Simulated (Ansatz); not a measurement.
`C#C[SiH2]CN` → 3 C• + 7 H• + N• + Si•  (atomization)

Gas-phase electronic energies from Ansatz, PBE0-D4/def2-TZVP geometries. CBS: MP2 limit from def2 TZ/QZ plus the TZ coupled-cluster correction, frozen cores. This one scheme is used for every species, atoms too. DFT in def2-TZVPP. Open shells (•) are unrestricted, without spin–orbit coupling. Spin–orbit coupling would lower the free atoms: a little for C, Si. One conformer a species, not always the lowest.

(1) What is ΔE at CCSD(T)/CBS? (Estimate.)

(2) What do these levels give: ωB97X-V, ωB97M-V, PBE, HF/def2-QZVPP, MP2/CBS(def2), CCSD/CBS(def2)? (Best estimate.)

Largest T1 diagnostic among the species: 0.012.

Results:

(1) Computed: +4556.9 kJ/mol.

(2) Ansatz gave: ωB97X-V 4566.0, ωB97M-V 4572.8, PBE 4626.0, HF/def2-QZVPP 3289.8, MP2/CBS(def2) 4625.1, CCSD/CBS(def2) 4485.2 kJ/mol.

In def2-TZVPP, CCSD(T) changes the Hartree–Fock value by +1148.9 kJ/mol (the triples alone add +71.7 kJ/mol) and MP2 by +1217.1 kJ/mol; breaking electron pairs costs correlation energy, which Hartree–Fock lacks. From PBE to PBE0 (25 % exact exchange), in def2-TZVPP and without D4, ΔE moves by −80.2 kJ/mol: exact exchange takes away binding that semilocal exchange gives to molecules. The D4 term adds +37.9 kJ/mol with B3LYP and +20.0 kJ/mol with PBE0; it sums over pairs of atoms, weighted by their polarisabilities, and B3LYP, whose exchange is more repulsive, gets the larger term.

B3LYP here is the variant with VWN-RPA as its local correlation; programs differ in this.

For atomizations the MP2-based limit and the directly extrapolated one differ by several kJ/mol either way, and by 10 to 25 for some Ge, Se and Sn compounds, so smaller differences from it don't rank the levels.
